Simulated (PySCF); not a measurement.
## How methods differ on the ionisation energy of Sm⁴⁴⁺

Sm⁴⁴⁺ [Ar] (1S) → Sm⁴⁵⁺ [Ne] 3s2 3p5 (2P), as a difference of total energies. All numbers are calculated (PySCF 2.14, scalar relativity by spin-free X2C-1e, in an even-tempered Gaussian basis (18 s from 9.2 bohr⁻², ratio 2.5; 12 p from 12 bohr⁻², ratio 2.5; 4 d from 52 bohr⁻², ratio 2.7; 4 f from 77 bohr⁻², ratio 2.7)). Correlated levels: outer shells: 1s2 frozen; virtual orbitals above 40 to 60 times the deepest correlated orbital energy dropped. The calculations carry no spin-orbit coupling.

```csv
method,ionisation energy (eV)
UHF,3718.7
LDA,3719.5
PBE,3720.0
PBE0,3720.2
r2SCAN,3721.0
M06-L,3720.8
PBEsol,3719.5
MP2 (outer shells),3719.7
SCS-MP2 (outer shells),3719.5
```

A first-order spin-orbit estimate (lowest level to lowest level, LS coupling) adds -47.083 eV.

Breit and QED terms and the two-electron picture change are absent.

For comparison: 3669 ± 4 eV (theoretical estimate listed by NIST; NIST Atomic Spectra Database, ionization energies).
